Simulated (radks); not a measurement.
Results of a calculation; reference values are marked as such.
Polarisability of the thulium ion Tm6+, [Kr] 4d10 4f11 5s2 5p4, at imaginary frequency. Code: a radial shooting solver on a logarithmic mesh with Libxc functionals. Model: scalar-relativistic Kohn-Sham, LB94 model potential, spin-unpolarised, spherical densities, finite nucleus; Fermi nuclear charge, rms radius 5.2256 fm. Response by self-consistent Sternheimer equations with the Hartree and adiabatic LDA kernel, the relativistic mass of each level held fixed and spin-orbit coupling left out.

| w (hartree) | alpha1(iw) (bohr^3) |
|---|---|
| 0.00266 | 2.475 |
| 0.0143 | 2.475 |
| 0.0360 | 2.474 |
| 0.0697 | 2.471 |
| 0.118 | 2.464 |
| 0.186 | 2.447 |
| 0.280 | 2.413 |
| 0.413 | 2.345 |
| 0.605 | 2.217 |
| 0.892 | 1.988 |
| 1.35 | 1.623 |
| 2.12 | 1.146 |
| 3.59 | 0.6667 |
| 6.94 | 0.2993 |
| 17.5 | 0.08037 |

Static values: alpha1 = 2.475 bohr^3 (0.3667 angstrom^3; uncoupled 4.331). C6 = 9.385, triple-dipole C9 = 16.30 atomic units. One-pole (London) frequency 4 C6 / (3 alpha1^2) = 2.043 hartree, against 3.807 for minus the highest occupied eigenvalue.
